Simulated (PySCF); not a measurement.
C₂H₁₀OSi₃, SMILES C1[C@@H](O)[SiH2][Si@H]1[SiH3]. Geometry optimised at PBE-D3(BJ)/def2-SVP. The structure was generated by enumeration; whether it is a known compound was not checked. The values are those of a single conformer.

Computed equilibrium geometry at PBE-D3(BJ)/def2-SVP (PySCF confirms it by a frequency run) as bond lengths and angles (one conformer of several):
Atoms: O1 C2 C3 Si4 Si5 Si6 H7 H8 H9 H10 H11 H12 H13 H14 H15 H16. Bonded distances (Å): O1–C2 1.435, O1–H7 0.978, C2–C3 1.552, C2–Si6 1.948, C2–H8 1.116, C3–Si4 1.943, C3–H9 1.112, C3–H10 1.114, Si4–Si5 2.353, Si4–Si6 2.349, Si4–H11 1.507, Si5–H12 1.510, Si5–H13 1.508, Si5–H14 1.502, Si6–H15 1.508, Si6–H16 1.503. Angles (°): C2–O1–H7 107.4, O1–C2–C3 110.6, O1–C2–Si6 104.0, O1–C2–H8 111.3, C3–C2–Si6 97.0, C3–C2–H8 113.6, Si6–C2–H8 119.2, C2–C3–Si4 97.3, C2–C3–H9 110.6, C2–C3–H10 113.5, Si4–C3–H9 109.3, Si4–C3–H10 118.4, H9–C3–H10 107.4, C3–Si4–Si5 110.0, C3–Si4–Si6 75.0, C3–Si4–H11 116.6, Si5–Si4–Si6 111.5, Si5–Si4–H11 113.7, Si6–Si4–H11 124.0, Si4–Si5–H12 111.9, Si4–Si5–H13 109.3, Si4–Si5–H14 111.4, H12–Si5–H13 107.3, H12–Si5–H14 107.9, H13–Si5–H14 108.9, C2–Si6–Si4 75.0, C2–Si6–H15 110.6, C2–Si6–H16 117.2, Si4–Si6–H15 113.2, Si4–Si6–H16 126.0, H15–Si6–H16 110.1.
Charge 0, spin multiplicity 1.
